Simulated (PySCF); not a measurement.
Radial density of N+ (nitrogen, charge +1)

UHF, [He] 2s1 2p2 3s1, high-spin 5P determinant (an excited configuration). Calculation: PySCF 2.14, in aug-cc-pVQZ; no relativity, point nucleus.

```csv
r (bohr),4πr²ρ (e/bohr),4πr²(ρα − ρβ)
0.00356,0.03086,0.0011
0.00599,0.08428,0.0030
0.0101,0.2254,0.0079
0.0169,0.5791,0.0204
0.0285,1.396,0.0488
0.0479,3.015,0.1042
0.0806,5.438,0.1834
0.136,7.285,0.2385
0.228,6.054,0.2594
0.383,2.846,0.7111
0.645,2.328,2.1187
1.08,2.451,2.4484
1.82,0.7757,0.7757
3.07,0.3557,0.3557
5.16,0.1463,0.1463
8.68,0.001965,0.0020
```

The outer electron is Rydberg-like, and this basis confines it to a smaller radius and binds it less than a complete one would.
